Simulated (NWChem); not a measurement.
# Ionisation of CHF2

SMILES: F[CH]F
```xyz
4

F      0.2301    -0.0745     1.0971
C     -0.4419     0.2398     0.0000
F      0.2301    -0.0745    -1.0971
H     -1.4908    -0.0979     0.0000
```
Charge 0, spin multiplicity 2.

All runs are NWChem calculations. All single points use one geometry, from UB3LYP/def2-SVP, a minimum by its harmonic frequencies.

Basis set: def2-TZVP. The species with one electron less has spin multiplicity 1 and keeps the geometry of the parent. Δ marks differences of total energies (open shells unrestricted). −ε marks an orbital energy of the parent. That orbital need not have the symmetry of the hole or added electron in the Δ rows. That singlet is a closed-shell solution.

B3LYP has NWChem's definition, with VWN1-RPA local correlation. The structure started from a generated list of species. The unpaired electrons of the parent sit in orbitals of symmetry a' (Cs labels of the run); other states weren't searched. The stability of the SCF solutions was not checked. Open-shell Hartree-Fock references start from PBE0 orbitals.

Problem. Order these methods by the first vertical ionisation energy they give, lowest first: −ε(alpha HOMO) of PBE, −ε(alpha HOMO) of BHandHLYP, −ε(alpha HOMO) of PBE0, −ε(alpha HOMO) of B3LYP, ΔBHandHLYP, ΔPBE.

Solution. −ε(alpha HOMO) of PBE (5.10 eV), −ε(alpha HOMO) of B3LYP (6.59 eV), −ε(alpha HOMO) of PBE0 (6.89 eV), −ε(alpha HOMO) of BHandHLYP (8.59 eV), ΔPBE (9.69 eV), ΔBHandHLYP (10.31 eV)
